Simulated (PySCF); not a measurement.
HCl$_{2}$Ge (SMILES [Cl][GeH][Cl]), doublet, geometry from GFN2-xTB; BLYP/def2-SV(P) run with PySCF.

Here is a job for PySCF.
```python
from pyscf import gto, scf, dft

mol = gto.M(
    atom='''
Cl   -0.52382962   -1.71635521   -0.35222265
Ge    0.50980526    0.01171883    0.42282189
Cl   -0.54790634    1.69400340   -0.41771353
H     1.90574293    0.00497817   -0.44138541
''',
    basis='def2-sv(p)',
    spin=1,
    verbose=4,
)

mf = dft.UKS(mol)
mf.xc = 'blyp'
mf.grids.prune = dft.gen_grid.treutler_prune
mf.kernel()
mf.analyze()
```

The log (banner, timings and long lists left out):

```
PySCF version 2.14.0

[INPUT] verbose = 4
[INPUT] num. atoms = 4
[INPUT] num. electrons = 67
[INPUT] charge = 0
[INPUT] spin (= nelec alpha-beta = 2S) = 1
[INPUT] symmetry False subgroup None
[INPUT] Mole.unit = angstrom
[INPUT] Symbol           X                Y                Z      unit          X                Y                Z       unit  Magmom
[...]
nuclear repulsion = 328.030159385221
number of shells = 30
number of NR pGTOs = 150
number of NR cGTOs = 70
basis = def2-sv(p)
ecp = {}

******** <class 'pyscf.dft.uks.UKS'> ********
method = UKS
initial guess = minao
damping factor = 0
level_shift factor = 0
DIIS = <class 'pyscf.scf.diis.CDIIS'>
diis_start_cycle = 1
diis_space = 8
diis_damp = 0
SCF conv_tol = 1e-09
SCF conv_tol_grad = None
SCF max_cycles = 50
direct_scf = True
direct_scf_tol = 1e-13
number electrons alpha = 34  beta = 33
XC library pyscf.dft.libxc version 7.1.2
    S. Lehtola, C. Steigemann, M. J. T. Oliveira, and M. A. L. Marques,  SoftwareX 7, 1–5 (2018)
XC functionals = blyp
    A. D. Becke,  Phys. Rev. A 38, 3098 (1988)
    C. Lee, W. Yang, and R. G. Parr,  Phys. Rev. B 37, 785 (1988)
    B. Miehlich, A. Savin, H. Stoll, and H. Preuss,  Chem. Phys. Lett. 157, 200 (1989)
radial grids:
    Treutler-Ahlrichs [JCP 102, 346 (1995); DOI:10.1063/1.469408] (M4) radial grids

becke partition: Becke, JCP 88, 2547 (1988); DOI:10.1063/1.454033
pruning grids: <function treutler_prune>
grids dens level: 3
symmetrized grids: False
atomic radii adjust function: <function treutler_atomic_radii_adjust>
small_rho_cutoff = 0
Set gradient conv threshold to 3.16228e-05
tot grids = 65776
init E= -2997.0274478022

cycle= 1 E= -2997.45303175544  delta_E= -0.426  |g|= 0.469  |ddm|=  1.5
cycle= 2 E= -2997.08806891184  delta_E= 0.365  |g|= 0.944  |ddm|= 1.48
cycle= 3 E= -2997.52947602689  delta_E= -0.441  |g|= 0.108  |ddm|= 1.18
cycle= 4 E= -2997.53737241205  delta_E= -0.0079  |g|= 0.0342  |ddm|= 0.197
cycle= 5 E= -2997.53804326005  delta_E= -0.000671  |g|= 0.00704  |ddm|= 0.0453
cycle= 6 E= -2997.53807896176  delta_E= -3.57e-05  |g|= 0.0015  |ddm|= 0.0138
cycle= 7 E= -2997.53808091895  delta_E= -1.96e-06  |g|= 0.000559  |ddm|= 0.00418
cycle= 8 E= -2997.53808124367  delta_E= -3.25e-07  |g|= 0.000135  |ddm|= 0.00127
cycle= 9 E= -2997.5380812586  delta_E= -1.49e-08  |g|= 3.83e-05  |ddm|= 0.000259
cycle= 10 E= -2997.53808126008  delta_E= -1.48e-09  |g|= 1.08e-05  |ddm|= 9.33e-05
cycle= 11 E= -2997.53808126017  delta_E= -8.41e-11  |g|= 5.06e-06  |ddm|= 2.6e-05
Extra cycle  E= -2997.53808126014  delta_E= 2.82e-11  |g|= 8.93e-06  |ddm|= 2.11e-05
converged SCF energy = -2997.53808126014  <S^2> = 0.75215831  2S+1 = 2.0021571
**** SCF Summaries ****
Total Energy =                       -2997.538081260137460
Nuclear Repulsion Energy =             328.030159385221339
One-electron Energy =                -4818.944015080041936
Two-electron Energy =                 1493.375774434682853
Two-electron Coulomb Energy =         1629.321183328162988
DFT Exchange-Correlation Energy =     -135.945408893480192
**** MO energy ****
                             alpha | beta                alpha | beta
[...]
To work with the spin densities directly, `use mulliken_meta_spin()` only printing them here.

 ** Mulliken spin pop alpha/beta on meta-lowdin orthogonal AOs **
 ** Mulliken Spin Density (per AO)  **
spin_pop of  0 Cl 1s        0.00000
spin_pop of  0 Cl 2s       -0.00000
spin_pop of  0 Cl 3s        0.00018
spin_pop of  0 Cl 4s        0.00015
spin_pop of  0 Cl 2px      -0.00000
spin_pop of  0 Cl 2py       0.00000
spin_pop of  0 Cl 2pz       0.00001
spin_pop of  0 Cl 3px      -0.00384
spin_pop of  0 Cl 3py       0.01035
spin_pop of  0 Cl 3pz       0.13105
spin_pop of  0 Cl 4px       0.00002
spin_pop of  0 Cl 4py       0.00006
spin_pop of  0 Cl 4pz       0.00022
spin_pop of  0 Cl 3dxy     -0.00000
spin_pop of  0 Cl 3dyz     -0.00007
spin_pop of  0 Cl 3dz^2     0.00006
spin_pop of  0 Cl 3dxz     -0.00000
spin_pop of  0 Cl 3dx2-y2   -0.00003
spin_pop of  1 Ge 1s        0.00000
spin_pop of  1 Ge 2s        0.00000
spin_pop of  1 Ge 3s        0.00000
spin_pop of  1 Ge 4s        0.18071
spin_pop of  1 Ge 5s        0.00151
spin_pop of  1 Ge 2px      -0.00000
spin_pop of  1 Ge 2py       0.00000
spin_pop of  1 Ge 2pz       0.00000
spin_pop of  1 Ge 3px      -0.00000
spin_pop of  1 Ge 3py      -0.00000
spin_pop of  1 Ge 3pz       0.00002
spin_pop of  1 Ge 4px      -0.00843
spin_pop of  1 Ge 4py       0.00144
spin_pop of  1 Ge 4pz       0.38386
spin_pop of  1 Ge 5px       0.00053
spin_pop of  1 Ge 5py       0.00014
spin_pop of  1 Ge 5pz       0.00049
spin_pop of  1 Ge 3dxy     -0.00003
spin_pop of  1 Ge 3dyz     -0.00011
spin_pop of  1 Ge 3dz^2    -0.00007
spin_pop of  1 Ge 3dxz     -0.00010
spin_pop of  1 Ge 3dx2-y2   -0.00003
spin_pop of  1 Ge 4dxy     -0.00005
spin_pop of  1 Ge 4dyz     -0.00009
spin_pop of  1 Ge 4dz^2     0.00040
spin_pop of  1 Ge 4dxz     -0.00007
spin_pop of  1 Ge 4dx2-y2   -0.00005
spin_pop of  1 Ge 5dxy     -0.00004
spin_pop of  1 Ge 5dyz     -0.00004
spin_pop of  1 Ge 5dz^2     0.00004
spin_pop of  1 Ge 5dxz     -0.00003
spin_pop of  1 Ge 5dx2-y2   -0.00003
spin_pop of  2 Cl 1s        0.00000
spin_pop of  2 Cl 2s       -0.00000
spin_pop of  2 Cl 3s        0.00018
spin_pop of  2 Cl 4s        0.00015
spin_pop of  2 Cl 2px      -0.00000
spin_pop of  2 Cl 2py       0.00000
spin_pop of  2 Cl 2pz       0.00001
spin_pop of  2 Cl 3px      -0.00388
spin_pop of  2 Cl 3py       0.00731
spin_pop of  2 Cl 3pz       0.13412
spin_pop of  2 Cl 4px       0.00003
spin_pop of  2 Cl 4py       0.00006
spin_pop of  2 Cl 4pz       0.00022
spin_pop of  2 Cl 3dxy     -0.00000
spin_pop of  2 Cl 3dyz     -0.00007
spin_pop of  2 Cl 3dz^2     0.00006
spin_pop of  2 Cl 3dxz     -0.00000
spin_pop of  2 Cl 3dx2-y2   -0.00003
spin_pop of  3 H 1s        0.16323
spin_pop of  3 H 2s        0.00050
 ** Mulliken Spin Density (per atom)  **
spin density of  0 Cl =      0.13816
spin density of  1 Ge =      0.55996
spin density of  2 Cl =      0.13815
spin density of  3 H =      0.16373
 ** Mulliken pop alpha/beta on meta-lowdin orthogonal AOs **
 ** Mulliken pop       alpha | beta **
In total            34.00000 | 33.00000
 ** Mulliken atomic charges   ( Nelec_alpha | Nelec_beta ) **
charge of  0Cl =     -0.20396  (     8.67106      8.53290 )
charge of  1Ge =      0.43732  (    16.06132     15.50136 )
charge of  2Cl =     -0.20398  (     8.67107      8.53291 )
charge of  3H =     -0.02937  (     0.59655      0.43282 )
Dipole moment(X, Y, Z, Debye):  1.14700,  0.02651,  0.96534
```
